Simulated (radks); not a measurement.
Results of a calculation; reference values are marked as such.
Coulomb parameter of the 3d shell of neutral iron in the model configuration [Ar] 3d7 4s1, as a second difference U = [E(n + 0.25) + E(n - 0.25) - 2 E(n)] / (0.25)^2 with all orbitals relaxed. "Bare": the charge of the atom changes with n. "Screened": the 4s shell takes up the change at fixed total charge, which measures U(3d,3d) + U(4s,4s) - 2 U(3d,4s). Level of theory: scalar-relativistic Kohn-Sham, LDA (Slater exchange, Perdew-Wang correlation), spin-unpolarised, spherical densities, finite nucleus; Fermi nuclear charge, rms radius 3.7377 fm (a radial shooting solver on a logarithmic mesh with Libxc functionals).

| case | configuration | E - E(n) (eV) |
|---|---|---|
| start | [Ar] 3d7 4s1 | 0.000 |
| bare +0.25 | [Ar] 3d7.25 4s1 | -0.720 |
| bare -0.25 | [Ar] 3d6.75 4s1 | 1.339 |
| screened +0.25 | [Ar] 3d7.25 4s0.75 | 0.164 |
| screened -0.25 | [Ar] 3d6.75 4s1.25 | -0.033 |

U(bare) = 9.897 eV, U(screened by 4s) = 2.099 eV, against the Slater integral F0(3d,3d) = 20.659 eV with frozen orbitals. The step up makes a negative ion, whose loosely bound charge lowers the bare value.
